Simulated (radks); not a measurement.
The nuclear charge of the gadolinium ion Gd2+ is varied continuously with 62 electrons held in [Xe] 4f7 5d1. All-electron calculation, scalar-relativistic Kohn-Sham, PBE, spin-polarised, spherical densities, finite nucleus; open shells are filled with parallel spins first (spin-orbit coupling, left out, can overturn this in heavy ions); Fermi nuclear charge, rms radius 5.1569 fm. Program: a radial shooting solver on a logarithmic mesh with Libxc functionals. By the Hellmann-Feynman theorem dE/dZ = E(electron-nucleus)/Z, the electronic potential at the nucleus (averaged over a nucleus of fixed radius). The scalar-relativistic energy here is not variational (the density holds large components alone), so the two differ by a part that grows with Z.

| Z | E (hartree) | E(electron-nucleus)/Z (hartree) | HOMO | e(HOMO) (eV) | <r> HOMO (bohr) |
|---|---|---|---|---|---|
| 63.5 | -11055.4071 | -424.220 | 5d | -10.752 | 2.560 |
| 63.75 | -11162.3653 | -426.640 | 5d | -13.189 | 2.435 |
| 64 | -11269.9371 | -429.059 | 5d | -15.772 | 2.330 |
| 64.25 | -11378.1226 | -431.480 | 5d | -18.489 | 2.239 |
| 64.5 | -11486.9223 | -433.901 | 5d | -21.332 | 2.161 |
| 64.75 | -11596.3365 | -436.323 | 5d | -24.294 | 2.091 |
| 65 | -11706.3657 | -438.748 | 5d | -27.370 | 2.029 |

The central difference of E at Z = 64 is -431.515 hartree, to compare with the third column; the second derivative is -9.82 hartree.
